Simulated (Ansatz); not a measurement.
Problem. Predict a relaxed structure of FeS2⁻, charge -1, doublet, at PBE0-D4/def2-TZVPD (Ansatz).

Solution. 
Cartesian coordinates in Å:
```
Fe -1.165 -0.558 0.318
S 0.182 0.516 -1.091
S 0.984 0.042 0.773
```
Point group Cs (tolerance 0.1 Å). The metal has 2 neighbours: S 2.23 Å, S 2.28 Å. This is one stationary point.

The charge -1 doublet is spin-contaminated (final ⟨S²⟩ up to 2.58, 0.75 for a pure state). The highest occupied level of the charge -1 doublet lies above zero (up to 0.11 eV). The electron is either unbound and held by the finite basis, or the level is raised by self-interaction error. The structure comes from a short search, and lower isomers may exist.
